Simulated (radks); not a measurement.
Problem. These are the eigenvalues of the occupied orbitals of an atom or ion with whole-number occupations (hartree). Calculated with a radial shooting solver on a logarithmic mesh with Libxc functionals: Dirac Kohn-Sham, PBE, spin-unpolarised, spherical densities, point nucleus.

| orbital | eigenvalue |
|---|---|
| 1s1/2 | -459.7936 |
| 2s1/2 | -59.42415 |
| 2p1/2 | -53.34820 |
| 2p3/2 | -51.81348 |
| 3s1/2 | -8.22938 |
| 3p1/2 | -6.15164 |
| 3p3/2 | -5.93579 |
| 3d3/2 | -2.35651 |
| 3d5/2 | -2.32360 |
| 4s1/2 | -0.98683 |
| 4p1/2 | -0.57711 |
| 4p3/2 | -0.56084 |

Which element is it, and in what charge state? The configuration may be excited. Open shells, if any, are shared by 2j + 1.

Solution. Z = 34, selenium, charge +1: Se+ in [Ar] 3d10 4s2 4p3. The list shows which subshells hold electrons but not how many an open one holds; the 1s level, -459.79 hartree, gives Z - s = 30.3 by -(Z - s)^2/2, which with screening and relativity narrows Z to a few neighbours, and the depths of the outer levels then fix element, charge and occupations together.
